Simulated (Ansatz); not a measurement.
Ansatz (a program for electronic structure) input (RPA@PBE/def2-QZVPP):
A basis named .json is the Basis Set Exchange file of that set.

Ansatz 0.2 input:
```yaml
crystal:
  periodic: [false, false, false]
  atoms:
    - {symbol: Zr, position_ang: [-0.00000000, -0.00000000, -0.29471518]}
    - {symbol: O, position_ang: [0.00000000, 0.00000000, 1.47357589]}
basis:
  gaussian:
    orbitals: def2-QZVPP.json
hamiltonian:
  xc: pbe
total_charge: -1
magnetization: {spin_polarized: true, initial_magnetization: 1}
correlation: {method: rpa, electrons: outside_noble_gas}
```

Output:

```
Functional definition: PBE
integrals: 0.13 GiB planned
868 factors; integrals over basis functions are off by at most 1.1e-3 eV
mean field: 0.48 GiB planned
mean field evaluation 1: about -3320.6359 eV, gradient 4.2e1 eV
mean field evaluation 2: about -3320.6336 eV, gradient 4.2e1 eV
mean field evaluation 4: about -3326.6633 eV, gradient 9.7e0 eV
mean field evaluation 8: about -3327.2465 eV, gradient 4.5e-1 eV
mean field evaluation 16: about -3327.2481 eV, gradient 1.1e-3 eV
mean field evaluation 32: about -3325.8208 eV, gradient 1.2e0 eV
mean field evaluation 64: about -3326.4591 eV, gradient 2.8e0 eV
mean field evaluation 96: about -3326.6655 eV, gradient 7.6e-1 eV
mean field evaluation 128: about -3325.5160 eV, gradient 4.1e0 eV
mean field evaluation 160: about -3325.3773 eV, gradient 7.2e-1 eV
mean field -3327.24812818 eV, -122.2741134208 hartree, gradient 1.9e-6 eV, S^2 0.783816; 9 other end points of the search recorded, 0 dependent functions left out
5 core orbitals not correlated
reference -3303.28724977 eV, -121.3935673806 hartree; 6, 5 occupied and 127, 128 virtual orbitals, 868 factors
Total energy: -3319.67735602 eV, -121.9958926755 hartree
```

The spin state was set by rule; other spins were not relaxed.
